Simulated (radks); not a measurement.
Values are calculated unless marked as measured or tabulated.
Mn2.8+, 22.2 electrons, occupied as [Ne] 3s(up 1, down 0.2) 3p6 3d5 (fractional occupations, a model configuration). Code: a radial shooting solver on a logarithmic mesh with Libxc functionals. Model: scalar-relativistic Kohn-Sham, PBE, spin-polarised, spherical densities, finite nucleus; open shells are filled with parallel spins first; Fermi nuclear charge, rms radius 3.7057 fm.

Unscreened Slater integrals over Kohn-Sham orbitals (cm^-1). They are taken over the spin-up orbitals.

\begin{tabular}{lr}
integral & value \\ \hline
F0(3d,3d) & 195370 \\
F2(3d,3d) & 91798 \\
F4(3d,3d) & 57394 \\
F0(3d,3p) & 207900 \\
F2(3d,3p) & 99382 \\
G1(3d,3p) & 123140 \\
G3(3d,3p) & 74978 \\
F0(3d,3s) & 212540 \\
G2(3d,3s) & 94014 \\
F0(3d,2p) & 269960 \\
F2(3d,2p) & 51010 \\
G1(3d,2p) & 37271 \\
G3(3d,2p) & 21141 \\
F0(3p,3p) & 223670 \\
F2(3p,3p) & 112310 \\
F0(3p,3s) & 228910 \\
G1(3p,3s) & 152030 \\
F0(3p,2p) & 303700 \\
F2(3p,2p) & 60294 \\
G0(3p,2p) & 23590 \\
G2(3p,2p) & 24648 \\
F0(3s,3s) & 234640 \\
F0(3s,2p) & 312050 \\
G1(3s,2p) & 25735 \\
F0(2p,2p) & 811100 \\
F2(2p,2p) & 381400 \\
\end{tabular}

Derived for the open shells (J is the average intra-shell exchange parameter used in DFT+U). 3d: Racah B = F2/49 - 5 F4/441 = 1223 cm^-1, C = 35 F4/441 = 4555 cm^-1, C/B = 3.73, F4/F2 = 0.625, J = (F2 + F4)/14 = 10660 cm^-1.
